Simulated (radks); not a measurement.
Excited configurations of Pd II: one electron is placed in a higher orbital outside [Kr] 4d8. The ground configuration is [Kr] 4d9. All-electron calculation, Dirac Kohn-Sham, PBE, spin-unpolarised, spherical densities, point nucleus; open shells are shared between the two j in proportion to 2j + 1. Program: a radial shooting solver on a logarithmic mesh with Libxc functionals. Excitation = E - E(ground); binding = E(ion) - E, where the ion is the core of charge +2; n* = 2/sqrt(2 binding) in atomic units, and the quantum defect is n - n*. Eigenvalue and <r> are those of j = l + 1/2.

outer orbital  excitation (eV)  binding (eV)     n*  quantum defect  eigenvalue (eV)  <r> (bohr)
4f                      17.304         3.515  3.935           0.065           -2.488       8.617
5s                       4.525        16.294  1.828           3.172          -12.452       2.782
5p                       9.835        10.984  2.226           2.774           -7.864       3.549
5d                      15.104         5.715  3.086           1.914           -4.097       5.879
6s                      14.132         6.687  2.853           3.147           -5.267       6.340
6p                      15.543         5.276  3.212           2.788           -4.084       7.637
6d                      17.391         3.428  3.984           2.016           -2.621       10.97
6f                      19.116         1.703  5.653           0.347           -1.333       22.01
7s                      17.049         3.770  3.800           3.200           -3.005       11.24
7p                      17.676         3.143  4.161           2.839           -2.493       13.06
7d                      18.556         2.263  4.904           2.096           -1.791       17.44
7f                      19.549         1.270  6.546           0.454           -1.018       30.81

The Delta-SCF ionisation energy is 20.819 eV (NIST Atomic Spectra Database: 19.4 eV, semi-empirical). Self-interaction in the functional shifts the binding energies and quantum defects, so they are the method's values and not measured ones. Spin polarisation and multiplet splitting are left out, so open shells lie too high by an amount that depends on their filling. Sharing an open shell by 2j + 1 raises it above the true ground level by a part of the spin-orbit splitting, which enters the differences from NIST.

Beside tabulated values, note that spin-unpolarised runs miss the spin-polarisation part of the exchange energy of open shells.
